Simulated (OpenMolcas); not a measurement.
Multiplet structure of O IV

```
Program             : OpenMolcas
Method              : SS-RASPT2, IPEA 0.25 Eh, imaginary shift 0.1 Eh (closed shells correlated: 1s)
Basis               : ANO-RCC-VTZP [4s3p2d1f]
Scalar Hamiltonian  : DKH2, point nucleus
Active space        : 3 electrons in 9 orbitals (RAS2 2s 2p; RAS3 3d, at most 2 electrons)
State averaging     : 2S+1 = 4 odd, 1 root; 2S+1 = 2 odd, 11 roots; 2S+1 = 4 even, 3 roots; 2S+1 = 2 even, 9 roots
Spin-orbit coupling : state interaction with AMFI integrals over the reference wave functions, term energies averaged over their components
```

With spin-orbit coupling, above the lowest level:

```json
{"Configuration": "2s² 2p", "Term": "²P°", "J": "1/2", "E (cm⁻¹)": "0.0", "Measured (cm⁻¹)": "0.0", "g": "0.666", "Term weight %": "100"}
{"Configuration": "2s² 2p", "Term": "²P°", "J": "3/2", "E (cm⁻¹)": "358", "Measured (cm⁻¹)": "386", "g": "1.334", "Term weight %": "100"}
{"Configuration": "2s 2p²", "Term": "⁴P", "J": "1/2", "E (cm⁻¹)": "70827", "Measured (cm⁻¹)": "71440", "g": "2.671", "Term weight %": "100"}
{"Configuration": "2s 2p²", "Term": "⁴P", "J": "3/2", "E (cm⁻¹)": "70958", "Measured (cm⁻¹)": "71570", "g": "1.735", "Term weight %": "100"}
{"Configuration": "2s 2p²", "Term": "⁴P", "J": "5/2", "E (cm⁻¹)": "71174", "Measured (cm⁻¹)": "71756", "g": "1.601", "Term weight %": "100"}
{"Configuration": "2s 2p²", "Term": "²D", "J": "3/2", "E (cm⁻¹)": "127953", "Measured (cm⁻¹)": "126950", "g": "0.800", "Term weight %": "100"}
{"Configuration": "2s 2p²", "Term": "²D", "J": "5/2", "E (cm⁻¹)": "127955", "Measured (cm⁻¹)": "126936", "g": "1.200", "Term weight %": "100"}
{"Configuration": "2s 2p²", "Term": "²S", "J": "1/2", "E (cm⁻¹)": "166534", "Measured (cm⁻¹)": "164366", "g": "2.002", "Term weight %": "100"}
{"Configuration": "2s 2p²", "Term": "²P", "J": "1/2", "E (cm⁻¹)": "182249", "Measured (cm⁻¹)": "180481", "g": "0.666", "Term weight %": "100"}
{"Configuration": "2s 2p²", "Term": "²P", "J": "3/2", "E (cm⁻¹)": "182498", "Measured (cm⁻¹)": "180724", "g": "1.334", "Term weight %": "100"}
{"Configuration": "2p³", "Term": "⁴S°", "J": "3/2", "E (cm⁻¹)": "231764", "Measured (cm⁻¹)": "231538", "g": "2.002", "Term weight %": "100"}
{"Configuration": "2p³", "Term": "²D°", "J": "3/2", "E (cm⁻¹)": "256474", "Measured (cm⁻¹)": "255185", "g": "0.800", "Term weight %": "100"}
{"Configuration": "2p³", "Term": "²D°", "J": "5/2", "E (cm⁻¹)": "256478", "Measured (cm⁻¹)": "255156", "g": "1.200", "Term weight %": "100"}
{"Configuration": "2p³", "Term": "²P°", "J": "1/2", "E (cm⁻¹)": "291716", "Measured (cm⁻¹)": "289015", "g": "0.666", "Term weight %": "100"}
{"Configuration": "2p³", "Term": "²P°", "J": "3/2", "E (cm⁻¹)": "291732", "Measured (cm⁻¹)": "289024", "g": "1.334", "Term weight %": "100"}
```

Against the 14 measured excited levels shown (Moore, Selected Tables of Atomic Spectra, NSRDS-NBS 3, section 10) the mean absolute deviation is 1300 cm-1; the largest miss in energy is 2p³ ²P°_3/2: computed 291732, measured 289024 cm⁻¹ (+0.9 %), and the largest in proportion 2s² 2p ²P°_3/2 (-7.1 %).

Spin-orbit coupling puts the lowest level 239 cm⁻¹ below the lowest spin-free term.

Active for correlation alone: 3d; no level in the range computed is led by a configuration that fills it, so any true level of that kind is missing. Measured partners are found by configuration, term and J. A level has none where our copy of the source lacks it or the pairing is in doubt (some pairs that miss far off the trend of their configuration count as doubtful), and it then counts in no deviation. Levels of configurations outside the active space are missing. The first state left out of the spin-orbit step lies near 740000 cm-1 above the lowest spin-free state of the reference (among the parities and spins computed), and the list stops at four fifths of that energy or lower.

The term weight is that of the spin-free term in the level, not the purity of its configuration. ° marks odd parity.
